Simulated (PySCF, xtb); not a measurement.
Be(NMe2)(SeH) (C2H7BeNSe), SMILES C[N](C)[Be][SeH]. Other conformers were not sampled.

Harmonic wavenumbers (cm⁻¹) from xtb 6.7.1 with GFN2-xTB at its own minimum, in rising order: 54, 122, 146, 217, 224, 228, 250, 350, 438, 460, 907, 1051, 1087, 1101, 1137, 1164, 1338, 1411, 1424, 1478, 1488, 1492, 1504, 2149, 2910, 2912, 2931, 2937, 3030, 3032.

What does ωB97X-D3(BJ)/def2-SVP in PySCF give at its own minimum? (Estimate from the structure and the level; the computed values follow.)

88, 130, 189, 230, 243, 255, 347, 397, 450, 624, 947, 1095, 1113, 1158, 1177, 1249, 1430, 1443, 1462, 1470, 1472, 1492, 1529, 2489, 3006, 3010, 3070, 3078, 3136, 3137. Paired by order, the mean absolute difference is 66 cm⁻¹ and the zero-point energies are 55.7 and 58.5 kcal/mol.
